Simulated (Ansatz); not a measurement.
Gas-phase reaction (SMILES): CO[SiH3] [methoxysilane] + H+ → C[OH+][SiH3]; protonation at O, whose ΔH is minus the proton affinity.

Geometries: B3LYP-D3(BJ)/def2-TZVP minima from Ansatz (a first-principles code). Valence correlation only, unless marked. Spin-orbit coupling is left out. No relativistic terms. CBS(X,Y): correlation extrapolated as X^-3; Hartree-Fock from the larger set (for Q and 5 zeta extrapolated as (X+1)exp(-9√X)). Thermal terms are rigid-rotor harmonic-oscillator values from B3LYP-D3(BJ) frequencies (Ansatz) at 298.15 K and 1 atm. 1 Eh = 627.5095 kcal/mol. The proton has no electrons: its energy is zero and its thermal terms are those of translation.

```tsv
species	E, CCSD(T)/CBS(cc-pV(Q+d)Z,cc-pV(5+d)Z) (Ansatz) (Eh)	E, B3LYP-D3(BJ)/def2-TZVPD (Ansatz + dftd3) (Eh)	H - E (Eh)
CO[SiH3]	-405.92148	-406.54630	0.07323
H+	0.00000	0.00000	0.00236
C[OH+][SiH3]	-406.23005	-406.85632	0.08601
```

Question: Work out ΔE and ΔH at 298.15 K at the first level, then ΔH at the second.

Answer: 
1. ΔE = [(-406.23005)] - [(-405.92148) + (0.00000)] = -0.30857 Eh = -193.6 kcal/mol at CCSD(T)/CBS(cc-pV(Q+d)Z,cc-pV(5+d)Z).
2. The terms H - E add up to 0.01042 Eh, so ΔH = (-0.30857 + (0.01042))×627.5095 = -187.1 kcal/mol.
3. At B3LYP-D3(BJ)/def2-TZVPD the same steps give ΔE = -194.5 and ΔH = -188.0 kcal/mol, a shift of -0.9 from the first level.
4. These values are not checked against measurement here, since the tables used lack a sound gas-phase enthalpy of formation for at least one species, or one in the same ion convention.
